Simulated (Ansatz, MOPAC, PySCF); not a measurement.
Gas-phase reaction in SMILES: F[SiH2][SiH2]F -> F[SiH-][SiH2]F + H+

Wanted: gas-phase deprotonation energy (enthalpy at 298 K), in kcal/mol. Set-up: non-relativistic; spin-orbit terms left out; valence correlation only; 6-311+G** with 5d, 6d on Na to Ar in Ansatz (a first-principles code); dispersion terms only where a functional's name holds one; six Cartesian d functions in 6-31G* and its kin unless marked 5d. Basis-set limits of correlation are two-point, X^-3; Hartree-Fock from the larger set. Ab initio and DFT rows: single points at B3LYP-D3(BJ) geometries (Ansatz), with unscaled harmonic terms from B3LYP/6-31G* (Ansatz) at its own minima. Semi-empirical rows: MOPAC heats of formation at their own minima for 298 K, the proton's as measured. Sets without +, aug- or the D of def2-TZVPD hold no diffuse functions, which anions need.

Coupled cluster (Ansatz) is a level with limits of its own, used here on species with T1 under 0.025 (0.045 for open shells) and stable references: CCSD(T)/CBS(aug-cc-pV(T+d)Z,aug-cc-pV(Q+d)Z).

Value to compare with, CCSD(T)/CBS(aug-cc-pV(T+d)Z,aug-cc-pV(Q+d)Z) (Ansatz): 359.3 kcal/mol.

| level | program | gas-phase deprotonation energy (enthalpy at 298 K) (kcal/mol) | difference |
|---|---|---|---|
| AM1 | MOPAC | 341.0 | -18.3 |
| HF/STO-3G | Ansatz | 472.1 | 112.8 |
| HF/3-21G | Ansatz | 354.6 | -4.7 |
| SVWN5/6-31G* | Ansatz | 353.8 | -5.5 |
| PBE/STO-3G | Ansatz | 466.8 | 107.5 |
| PBE/def2-SVP | Ansatz | 356.4 | -2.9 |
| B3LYP/3-21G | Ansatz | 357.5 | -1.8 |
| MP2/6-311+G** | Ansatz | 358.8 | -0.5 |
| B3PW91/6-31G* (5d) | PySCF | 364.6 | 5.3 |
| B2PLYP-D3(BJ)/def2-TZVPD | Ansatz + dftd3 | 358.1 | -1.2 |

Among the 9 habitual levels, HF/STO-3G lies farthest from CCSD(T)/CBS(aug-cc-pV(T+d)Z,aug-cc-pV(Q+d)Z) (Ansatz) (112.8 kcal/mol) and MP2/6-311+G** nearest (-0.5); 3 of 9 lie above it, and their mean absolute difference is 28.8 kcal/mol, the median 5.3. One case shows no general order.

The levels are drawn from those run, B3LYP/6-31G* more often than the rest, none by its result; left out are runs that failed, that the program found above a lower state of the same kind, or whose <S^2> lies over 0.5 above the pure value.
